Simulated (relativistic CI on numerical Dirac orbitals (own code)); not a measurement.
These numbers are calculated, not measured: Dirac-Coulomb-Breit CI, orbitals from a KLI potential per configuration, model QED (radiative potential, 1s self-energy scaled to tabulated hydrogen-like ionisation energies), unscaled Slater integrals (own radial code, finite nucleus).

CI space (outside the closed core [Ar] 3d10): 4s2.4p6.4d6, 4s2.4p6.4d5.4f, 4s2.4p5.4d7, 4s.4p6.4d7, 4s2.4p5.4d6.4f, 4s.4p6.4d6.4f, 4s2.4p6.4d5.5s, 4s2.4p6.4d4.4f.5s, 4s2.4p6.4d5.5d, 4s2.4p6.4d5.6s, 4s.4p6.4d6.5s, 4p6.4d8, 4p5.4d9, 4p5.4d8.4f, 4s2.4p6.4d4.5s2, 4s2.4p6.4d3.4f.5s2, 4s2.4p5.4d4.4f.5s2, 4s.4p6.4d4.4f.5s2. Double excitations out of closed p, d and f shells are left out; levels of such configurations are missing from the list, as are those of other unlisted configurations, and high levels can miss mixing partners.

At this charge energies of transitions that change n are usually good to better than 1 %, and those within a shell (Δn = 0) to a few per cent. Terms inside the open d or f shell come out 10 to 20 % too wide with unscaled integrals.

Outline of the computed level scheme of Ir XXXVI. Lowest level of each configuration: 4s2.4p6.4d6 3F_4 at 0.000 eV; 4s2.4p5.4d7 5G°_6 at 192.511 eV; 4s2.4p6.4d5.4f 3H°_4 at 209.603 eV.

Some strong electric-dipole decays among the lowest 45 levels: 4s2.4p5.4d7 3P°_1 → 4s2.4p6.4d6 3P_2 (5.6e+10 s⁻¹); 4s2.4p5.4d7 3D°_3 → 4s2.4p6.4d6 3F_4 (4.9e+10 s⁻¹); 4s2.4p5.4d7 3F°_4 → 4s2.4p6.4d6 3F_4 (4.7e+10 s⁻¹); 4s2.4p5.4d7 3P°_2 → 4s2.4p6.4d6 3P_2 (4.5e+10 s⁻¹); 4s2.4p6.4d5.4f 3H°_4 → 4s2.4p6.4d6 3F_4 (3.7e+10 s⁻¹); 4s2.4p5.4d7 3G°_5 → 4s2.4p6.4d6 3F_4 (2.5e+10 s⁻¹); 4s2.4p5.4d7 3D°_3 → 4s2.4p6.4d6 3P_2 (1.4e+10 s⁻¹); 4s2.4p5.4d7 3F°_4 → 4s2.4p6.4d6 3F_4 (1.2e+10 s⁻¹).

LS names give the leading component of a level, which can be under half, so a name can repeat, a term be missing and a line seem to break the LS rules.
